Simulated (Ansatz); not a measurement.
Basis-set series for `[BH3-][S+](C)C`. Total charge 0; spin multiplicity 1. Geometry: relaxed with PBE0-D4/def2-TZVP.

```json
{"functional": "PBE0-D4", "basis": "def2-SVP", "functions": "105", "energy (Eh)": "-504.17699", "HOMO (eV)": "-7.74", "LUMO (eV)": "0.94"}
{"functional": "PBE0-D4", "basis": "def2-TZVPP", "functions": "261", "energy (Eh)": "-504.43882", "HOMO (eV)": "-7.81", "LUMO (eV)": "0.50"}
{"functional": "ωB97M-V", "basis": "def2-SVP", "functions": "105", "energy (Eh)": "-504.33463", "HOMO (eV)": "-9.97", "LUMO (eV)": "3.01"}
{"functional": "ωB97M-V", "basis": "def2-TZVPP", "functions": "261", "energy (Eh)": "-504.60676", "HOMO (eV)": "-10.07", "LUMO (eV)": "2.29"}
```

(1) Give the rows for def2-QZVPP. (Estimate.)

Answers

(1) Ansatz gave: 
```tsv
functional	basis	functions	energy (Eh)	HOMO (eV)	LUMO (eV)
PBE0-D4	def2-QZVPP	511	-504.45785	-7.82	0.30
ωB97M-V	def2-QZVPP	511	-504.62508	-10.07	1.56
```

Positive LUMOs are unbound and depend on the basis.
